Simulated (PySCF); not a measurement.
**Relative stability**

The two ends of one reaction step of AlNH$_{3}$ClO, closed shell (PBE0-D4/def2-TZVP).

A:

```xyz
7
angstrom
Al -0.9701 0.5223 0.3335
N 0.7118 -0.3626 -0.3175
O -2.0922 0.3098 -0.7933
H 0.4066 -0.7229 -1.2200
Cl -0.3687 1.2871 2.1984
H 1.5002 0.2618 -0.4620
H 1.0409 -1.1371 0.2519
```

B:

```tsv
atom	x (Å)	y (Å)	z (Å)
Al1	-0.5605	0.0899	0.2105
N2	1.1359	-0.1462	0.5929
O3	-1.1609	0.3219	-1.3477
H4	-0.6306	0.3300	-2.1415
Cl5	-1.9432	0.0868	1.7727
H6	1.8924	-0.1659	-0.0698
H7	1.4800	-0.2888	1.5281
```

Computed with PySCF 2.14 with density fitting (its default auxiliary sets; JK sets also for MP2 and CCSD(T)) (basis: def2-TZVPP); correlated methods freeze the cores. B3LYP uses VWN-RPA correlation.

(1) Which structure is lower at CCSD(T), and by how much? (An estimate is asked for; the value comes from the calculation.)

The T1 diagnostic stays at or below 0.018.

Answers

(1) Computed: B, by 1.977 eV (electronic energy, against the other). By their contacts, A is AlNH₃ClO ([NH3][Al]([O])[Cl]) and B is AlNH₃ClO ([NH2][Al]([OH])[Cl]).

All methods give the same order:

| method | E(B) − E(A) (eV) |
| --- | --- |
| SPW92 | -1.798 |
| PBE-D4 | -1.731 |
| r2SCAN-D4 | -1.924 |
| PBE0-D4 | -1.978 |
| B3LYP-D4 | -1.940 |
| BHLYP-D4 | -2.187 |
| wB97M-V | -2.015 |
| HF | -2.447 |
| MP2 | -1.909 |
| CCSD | -2.087 |
| CCSD(T) | -1.977 |

Labels in which every atom is bracketed show which atoms are joined, not bond orders.

For scale, one of the runs: CCSD(T)/def2-TZVPP, 188 basis functions, launched by `OMP_NUM_THREADS=4 python run.py`. Time: 2.6 min of wall clock on 4 CPU threads of an INTEL XEON PLATINUM 8581C; the host was shared. Peak host memory: 2.1 GiB.
